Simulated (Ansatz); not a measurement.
Basis-set extrapolation for `C[SiH]([SiH3])BO` (PBE0-D4/def2-TZVP geometry, frozen core, the Gaussian-basis code of Ansatz). Multiplicity 1, RHF reference.

```
                      def2-TZVPP   def2-QZVPP
                 HF  -720.639468  -720.663964
    MP2 correlation    -0.771788    -0.827181
CCSD(T) correlation    -0.869275      not run
```

Energies in hartree. Use E(X) = E(∞) + A·exp(−7.88·√X) for Hartree–Fock and E(X) = E(∞) + B·X^(−2.97) for correlation, with X = 3 and 4, and add CCSD(T) minus MP2 of the smaller set to the MP2 limit.

Q: What is the CCSD(T) energy at the basis-set limit?

A: HF limit: -720.663964 + (-0.024496) × 0.13774 = -720.66734. MP2 limit: -0.827181 + (-0.055393) × 0.74074 = -0.86821. Higher-order term: -0.869275 − (-0.771788) = -0.09749. Total: -721.63304 hartree, 326.3 kJ/mol below CCSD(T)/def2-TZVPP.
